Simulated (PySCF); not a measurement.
Vertical excitations of a molecule C4H10BN from TDA-M06-2X/def2-SVPD (PySCF 2.14.0), as energy in eV (oscillator strength): 6.38 (0.023), 6.53 (0.006), 6.63 (0.229), 7.41 (0.036), 7.62 (0.071), 7.70 (0.005), 7.82 (0.033), 7.87 (0.038), 7.90 (0.001), 8.27 (0.265). Lowest triplet (TDA): 4.28 eV. Geometry: TPSSh-D3(BJ)/def2-SVP. Other conformers were not sampled.

### Question
Pick the molecule that these values belong to.
A. C=C(C)B(C)N
B. C/C=N/B(C)C
C. CNB1CCC1
D. CB(N)C1CC1

### Answer
A, C=C(C)B(C)N
